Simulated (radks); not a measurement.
Task: The mean radii <r> (bohr) of the occupied orbitals of an atom or ion are listed with their occupations. Method: Dirac Kohn-Sham, PBE, spin-unpolarised, spherical densities, finite nucleus; Fermi nuclear charge, rms radius of each element as measured or else 0.836 A^(1/3) + 0.57 fm; computed with a radial shooting solver on a logarithmic mesh with Libxc functionals.

orbital  occ.      <r>
1s1/2       2  0.04029
2s1/2       2   0.1776
2p1/2       2   0.1523
2p3/2       4   0.1563
3s1/2       2   0.5103
3p1/2       2   0.5115
3p3/2       4   0.5219
3d3/2       4   0.5225
3d5/2       6   0.5263
4s1/2       2    1.423
4p1/2       2    1.617
4p3/2       3    1.648

Name the element and its charge. Open shells, if any, fill j = l - 1/2 first.

Result: Z = 37, rubidium, charge +2: Rb2+ in [Ar] 3d10 4s2 4p5. The 1s radius gives Z: for a bare nucleus <r> = (2 gamma + 1)/(2Z) with gamma = sqrt(1 - (Z/c)^2), 0.03954 bohr for Z = 37, and screening makes it slightly larger (0.04029 here). The occupations add up to 35, and the charge is Z minus that.
